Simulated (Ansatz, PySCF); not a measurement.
hydrogen selenide (H₂Se), SMILES [SeH2].

Coordinates come from a ωB97X-D3(BJ)/def2-TZVPD optimisation.

Two levels are set side by side: PBE/def2-TZVPD (Ansatz, an electronic-structure program) and EOM-CCSD/aug-cc-pVDZ (PySCF). PBE by ΔSCF, the other level by its IP root; same geometry, the bases differ. Differences are taken from unrounded values.

```tsv
quantity	EOM-CCSD	PBE	PBE minus EOM-CCSD
vertical ionisation energy (eV)	9.60	9.79	0.20
```
